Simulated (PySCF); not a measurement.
CH6Ti, multiplicity 1.

```xyz
8

Ti     0.0000     0.0000     0.5257
C      0.0000     0.0000    -1.5108
H      0.8958    -0.5172    -1.8700
H      0.0000     1.0344    -1.8700
H     -0.8958    -0.5172    -1.8700
H      1.4102     0.8142     1.0368
H     -1.4102     0.8142     1.0368
H      0.0000    -1.6283     1.0368
```
Charge 0, spin multiplicity 1.

Geometry optimised at B3LYP-D3(BJ)/def2-TZVP. The geometry has at least one imaginary mode, so it is a saddle point at that level. The spin state was assumed, not searched. The structure was generated by enumeration; whether it is a known compound was not checked.

These are PySCF with PBE/pcSseg-1 values and carry that method's errors. Non-relativistic, no solvent.

Computed absolute GIAO shielding of each atom: isotropic value and principal components (ppm):
```csv
atom,σ(iso),σ11,σ22,σ33,span
Ti1,-2781.1,-2875.0,-2734.2,-2734.2,140.8
C2,72.5,23.2,23.2,171.1,147.9
H3,27.8,14.6,33.1,35.8,21.3
H4,27.8,14.6,33.1,35.8,21.3
H5,27.8,14.6,33.1,35.8,21.3
H6,20.3,-18.3,38.8,40.3,58.6
H7,20.3,-18.3,38.8,40.3,58.6
H8,20.3,-18.3,38.8,40.3,58.6
```
